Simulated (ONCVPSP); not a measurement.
## Which change was made? (As, ONCV)

* Element: As (Z = 33)
* Generator: ONCVPSP 4.0.1
* Type: optimised norm-conserving Vanderbilt (ONCV)
* Functional: BLYP
* Relativity: scalar-relativistic
* Frozen core: [Ar] 3d10
* Valence charge: 5
* Reference configuration: 4s2 4p3
* Partial waves: 4s: rc 1.30 bohr, ncon 4, nbas 9, qcut 5 1/bohr, 2 projectors, debl 1 Ha; 4p: rc 2.05 bohr, ncon 3, nbas 6, qcut 3.4 1/bohr, 1 projector; d scattering state at 0.06 Ha: rc 1.80 bohr, ncon 3, nbas 7, qcut 4.8 1/bohr, 3 projectors, debl 3.1 Ha
* Local potential: polynomial inside 1.15 bohr (lpopt 5, dvloc0 -1 Ha)
* Core correction: Teter function, fcfact 2, rcfact 1.8

Cutoffs, loose and tight: the cutoffs (Ha) at which the residual kinetic energy of the hardest occupied pseudo-wave falls to 1 and 0.1 mHa per electron. They do not see the model core or the augmentation charge, which bear on the density cutoff. Test errors are all-electron minus pseudo excitation energies from the reference, over the configurations 4s2 4p2; 4s2 4p1; 4s2 4p0; 4s2 4p2.5; variants that change the core or the reference have their own tests.

The base gives: outcome: generated; cutoff, loose: 30 Ha; cutoff, tight: 135 Ha; bound ghosts: s; GHOST(+) flags above zero: s, d; largest test error (meV): -392.

After one change the result is: outcome: generated; cutoff, loose: 166 Ha; cutoff, tight: 186 Ha; bound ghosts: s, p; GHOST(+) flags above zero: s; largest test error (meV): -664. Which change was it?
A. core [Ar], valence charge 15; reference 3d10 4s1 4p4; waves now 4s: rc 1.40 bohr, ncon 4, nbas 7, qcut 5.4 1/bohr, 2 projectors, debl 2.2 Ha; 4p: rc 1.45 bohr, ncon 3, nbas 7, qcut 4.7 1/bohr, 2 projectors, debl 1.8 Ha; 3d: rc 0.80 bohr, ncon 4, nbas 9, qcut 20.9 1/bohr, local; f scattering state at 0.33 Ha: rc 1.60 bohr, ncon 3, nbas 6, qcut 6.4 1/bohr, 3 projectors, debl 2.3 Ha; local potential the d channel
B. s: rc 1.92
C. s: qcut 3.5; p: qcut 2.4; d: qcut 3.3

A. The others give: s: qcut 3.5; p: qcut 2.4; d: qcut 3.3 → outcome: generated; cutoff, loose: 21 Ha; cutoff, tight: 86 Ha; bound ghosts: none; GHOST(+) flags above zero: s, d; largest test error (meV): -381 | s: rc 1.92 → outcome: generated; cutoff, loose: 9.3 Ha; cutoff, tight: 21 Ha; bound ghosts: none; GHOST(+) flags above zero: s, d; largest test error (meV): -386.
